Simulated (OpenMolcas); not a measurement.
Tc4+ with 4 ligands (chloride) in tetrahedral coordination (Td). Ligand basis ANO-RCC-VDZP.

```
Program             : OpenMolcas
Method              : CASSCF
Basis               : ANO-RCC-VTZP [7s6p4d2f1g]
Scalar Hamiltonian  : DKH2, point nucleus
Active space        : 3 electrons in 5 orbitals (4d)
State averaging     : 2S+1 = 4 even, 10 roots; 2S+1 = 2 even, 40 roots
Spin-orbit coupling : RASSI with atomic mean-field integrals over the reference wave functions
```

All ligands move together. At R = 2.27 Å the first state of the same spin is 10702 cm-1, and at R = 2.37 Å it is 9599 cm-1.

**Question.** A third run gives 11224 cm-1. What distance was it run at?

**Answer.** With a power law R^-n the two known points give n = -ln(9599 / 10702) / ln(2.37 / 2.27) = 2.52. Then R = 2.27 × (10702 / 11224)^(1/2.52) = 2.228 Å. The run was at 2.23 Å, so the estimate is off by -0.002 Å.

An orbital triplet at a regular site is open to Jahn-Teller coupling, which can distort the site and quench the lowest spin-orbit gaps and is left out. Without dynamic correlation the repulsion within the d shell is too large (B by tens of per cent), so at a given field states of lower spin stand too high. This shell can be high or low spin here, a state of another spin lies low, and with metal d orbitals alone active their balance is uncertain, so the ground spin may be wrong. With metal d orbitals alone the field can be off either way by tens of per cent. Ligand-to-metal charge-transfer states are missing. With no ligand orbital active B as a rule stays too high, so bands that hang on it stand too high and its fall with covalency is understated. The least metal-like active orbital is 68 % on the metal (Löwdin) and no ligand orbital is active, so the numbers are rough, and ground spin, moment and any spin crossover can be artefacts of this space; highly charged d ions in such sites are as a rule low spin (holds for R = 2.23). The least metal-like active orbital is 69 % on the metal (Löwdin) and no ligand orbital is active, so the numbers are rough, and ground spin, moment and any spin crossover can be artefacts of this space; highly charged d ions in such sites are as a rule low spin (holds for R = 2.27). The least metal-like active orbital is 71 % on the metal (Löwdin) and no ligand orbital is active, so the numbers are rough (holds for R = 2.37). No measured value stands beside these numbers; the geometry was imposed, not optimised, and the real ion may take another.
